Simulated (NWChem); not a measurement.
System: SiH₃SeCl; SMILES [SiH3][Se]Cl

Input file for NWChem:

```
start job
memory heap 200 mb stack 900 mb global 1100 mb
geometry units angstroms noautosym nocenter noautoz
  Se     0.792705     0.072227     0.096977
  Cl    -0.774936     1.601663    -0.133251
  Si    -0.679145    -1.684273     0.021065
  H      0.195712    -2.886272     0.166594
  H     -1.396347    -1.705766    -1.284391
  H     -1.651284    -1.596852     1.146368
end
basis spherical
  * library def2-svpd
end
dft
  xc xpbe96 cpbe96
  iterations 150
end
property
  response 1 0.0
end
task dft property
```

Excerpt of the output:

```
             Northwest Computational Chemistry Package (NWChem) 7.3.0
             --------------------------------------------------------

                             Geometry "geometry" -> ""
                             -------------------------

 Output coordinates in angstroms (scale by  1.889725989 to convert to a.u.)

  No.       Tag          Charge          X              Y              Z
 ---- ---------------- ---------- -------------- -------------- --------------
    1 Se                  34.0000     0.79270500     0.07222700     0.09697700
    2 Cl                  17.0000    -0.77493600     1.60166300    -0.13325100
    3 Si                  14.0000    -0.67914500    -1.68427300     0.02106500
    4 H                    1.0000     0.19571200    -2.88627200     0.16659400
    5 H                    1.0000    -1.39634700    -1.70576600    -1.28439100
    6 H                    1.0000    -1.65128400    -1.59685200     1.14636800

 Effective nuclear repulsion energy (a.u.)     327.0034751959

  pbe96 is a nonlocal functional; adding pw91lda local functional.
                              NWChem Property Module
                              ----------------------

                                 NWChem DFT Module
                                 -----------------

 Summary of "ao basis" -> "ao basis" (spherical)
 ------------------------------------------------------------------------------
       Tag                 Description            Shells   Functions and Types
 ---------------- ------------------------------  ------  ---------------------
 Se                        def2-svpd                15       41   6s5p4d
 Cl                        def2-svpd                11       27   5s4p2d
 Si                        def2-svpd                10       24   5s3p2d
 H                         def2-svpd                 4        8   2s2p

            General Information
            -------------------
          SCF calculation type: DFT
          Wavefunction type:  closed shell.
          No. of atoms     :     6
          No. of electrons :    68
           Alpha electrons :    34
            Beta electrons :    34
          Charge           :     0
          Spin multiplicity:     1
          Use of symmetry is: off; symmetry adaption is: off
          Maximum number of iterations: 150
          AO basis - number of functions:   116
                     number of shells:    48
          Convergence on energy requested:  1.00D-06
          Convergence on density requested:  1.00D-05
          Convergence on gradient requested:  5.00D-04

              XC Information
              --------------
          PerdewBurkeErnzerhof Exchange Functional  1.000
            Perdew 1991 LDA Correlation Functional  1.000 local
           PerdewBurkeErnz. Correlation Functional  1.000 non-local

             Grid Information
             ----------------
          Grid used for XC integration:  medium
          Radial quadrature: Mura-Knowles
          Angular quadrature: Lebedev.
          Tag              B.-S. Rad. Rad. Pts. Rad. Cut. Ang. Pts.
          ---              ---------- --------- --------- ---------
          Se                  1.15      112          12.0       590
          Cl                  1.00       88          12.0       590
          Si                  1.10       88          12.0       590
          H                   0.35       45          14.0       434
          Grid pruning is: on
          Number of quadrature shells:   423
          Spatial weights used:  Erf1

      Superposition of Atomic Density Guess
      -------------------------------------

 Sum of atomic energies:       -3149.08016509

      Non-variational initial energy
      ------------------------------

 Total energy =   -3149.651737
 1-e energy   =   -5032.277092
 2-e energy   =    1555.621880
 HOMO         =      -0.259182
 LUMO         =      -0.086883

   convergence    iter        energy       DeltaE   RMS-Dens  Diis-err
 ---------------- ----- ----------------- --------- --------- ---------
 d= 0,ls=0.0,diis     1  -3151.7917334758 -3.48D+03  1.09D-02  4.94D-01
 d= 0,ls=0.0,diis     2  -3151.7811822694  1.06D-02  7.94D-03  3.21D-01
 d= 0,ls=0.0,diis     3  -3151.8145744208 -3.34D-02  3.49D-03  1.48D-01
 d= 0,ls=0.0,diis     4  -3151.8375515310 -2.30D-02  1.08D-03  1.38D-02
 d= 0,ls=0.0,diis     5  -3151.8393446494 -1.79D-03  3.03D-04  7.15D-04
  Resetting Diis
 d= 0,ls=0.0,diis     6  -3151.8394708135 -1.26D-04  8.34D-05  5.23D-05
 d= 0,ls=0.0,diis     7  -3151.8394797613 -8.95D-06  6.06D-05  6.81D-06
 d= 0,ls=0.0,diis     8  -3151.8394773271  2.43D-06  4.09D-05  2.00D-05
 d= 0,ls=0.0,diis     9  -3151.8394808351 -3.51D-06  5.47D-06  4.03D-07
 d= 0,ls=0.0,diis    10  -3151.8394808894 -5.43D-08  1.49D-06  1.83D-08

         Total DFT energy =    -3151.839480889375
      One electron energy =    -5032.322793042529
           Coulomb energy =     1690.138510337483
    Exchange-Corr. energy =     -136.658673380272
 Nuclear repulsion energy =      327.003475195942

 Numeric. integr. density =       67.999984396651

                       DFT Final Molecular Orbital Analysis
                       ------------------------------------

 Vector   32  Occ=2.000000D+00  E=-3.086289D-01
              MO Center= -7.1D-01,  6.9D-01, -8.7D-02, r^2= 3.6D+00
   Bfn.  Coefficient  Atom+Function         Bfn.  Coefficient  Atom+Function
  ----- ------------  ---------------      ----- ------------  ---------------
    55      0.486637  2 Cl pz                52      0.391459  2 Cl pz
    49      0.225583  2 Cl pz                82     -0.173988  3 Si pz
   101      0.168798  5 H  s                109     -0.168739  6 H  s
    18      0.166889  1 Se pz                15      0.161292  1 Se pz
    79     -0.141767  3 Si pz                12     -0.102624  1 Se pz

 Vector   33  Occ=2.000000D+00  E=-2.711294D-01
              MO Center= -2.5D-01,  6.6D-01, -3.7D-02, r^2= 3.6D+00
   Bfn.  Coefficient  Atom+Function         Bfn.  Coefficient  Atom+Function
  ----- ------------  ---------------      ----- ------------  ---------------
    53      0.363368  2 Cl px                54      0.338359  2 Cl py
    50      0.283255  2 Cl px                51      0.262779  2 Cl py
    13     -0.230225  1 Se px                16     -0.220168  1 Se px
    14     -0.171064  1 Se py                78      0.163789  3 Si py
    47      0.161904  2 Cl px                17     -0.152340  1 Se py

 Vector   34  Occ=2.000000D+00  E=-2.176449D-01
              MO Center=  3.4D-01,  2.3D-01,  4.4D-02, r^2= 3.0D+00
   Bfn.  Coefficient  Atom+Function         Bfn.  Coefficient  Atom+Function
  ----- ------------  ---------------      ----- ------------  ---------------
    18      0.509342  1 Se pz                15      0.471584  1 Se pz
    55     -0.309832  2 Cl pz                12     -0.291267  1 Se pz
    52     -0.241446  2 Cl pz                49     -0.135510  2 Cl pz
     9      0.094439  1 Se pz               101      0.091700  5 H  s
   109     -0.091575  6 H  s                102      0.087820  5 H  s

 Vector   35  Occ=0.000000D+00  E=-1.339037D-01
              MO Center=  2.4D-01,  4.2D-01,  2.5D-02, r^2= 3.8D+00
   Bfn.  Coefficient  Atom+Function         Bfn.  Coefficient  Atom+Function
  ----- ------------  ---------------      ----- ------------  ---------------
    17     -0.416666  1 Se py                16      0.380145  1 Se px
    53      0.348497  2 Cl px                54     -0.346169  2 Cl py
    14     -0.327174  1 Se py                13      0.293105  1 Se px
     4     -0.236619  1 Se s                 50      0.228928  2 Cl px
    51     -0.224365  2 Cl py                45      0.214845  2 Cl s

 Vector   36  Occ=0.000000D+00  E=-5.258305D-02
              MO Center= -3.0D-01, -1.1D+00,  3.3D-02, r^2= 6.3D+00
   Bfn.  Coefficient  Atom+Function         Bfn.  Coefficient  Atom+Function
  ----- ------------  ---------------      ----- ------------  ---------------
    72      1.449945  3 Si s                 73     -0.987414  3 Si s
     6      0.585488  1 Se s                 81      0.370745  3 Si py
    17      0.328241  1 Se py                 4     -0.313169  1 Se s
     5     -0.307506  1 Se s                 16      0.271232  1 Se px
   102     -0.265801  5 H  s                110     -0.265694  6 H  s

 Vector   37  Occ=0.000000D+00  E=-1.233028D-02
              MO Center= -5.3D-01, -1.6D+00,  3.1D-02, r^2= 8.2D+00
   Bfn.  Coefficient  Atom+Function         Bfn.  Coefficient  Atom+Function
  ----- ------------  ---------------      ----- ------------  ---------------
    72      3.112543  3 Si s                 73     -2.082135  3 Si s
     6     -0.698608  1 Se s                102     -0.481156  5 H  s
   110     -0.481069  6 H  s                 94     -0.456235  4 H  s
    71      0.331579  3 Si s                 16      0.264969  1 Se px
    57     -0.247045  2 Cl py                70      0.240214  3 Si s

     Multipole analysis of the density
     ---------------------------------

     L   x y z        total         alpha         beta         nuclear
     -   - - -        -----         -----         ----         -------
     0   0 0 0      0.000000    -34.000000    -34.000000     68.000000

[...]

 DFT Linear Response polarizability / au
 Frequency  =       0.0000000 / au
              X              Y              Z
 -----------------------------------------------
 X      72.8237593      0.2263416      1.3128377
 Y       0.2263442     91.0336873     -1.3351331
 Z       1.3128375     -1.3351334     60.3058353
 -----------------------------------------------
 Eigenvalues =      72.9595444     91.0931628     60.1105747
 Isotropic   =      74.7210940
 Anisotropic =      26.9614994
 -----------------------------------------------

 Magnetic Dipole Response Matrix (nonzero elements):

 Exiting AOResponse driver routine
```

Level: PBE/def2-SVPD. Coordinates come from a PBE0/def2-SVP optimisation.
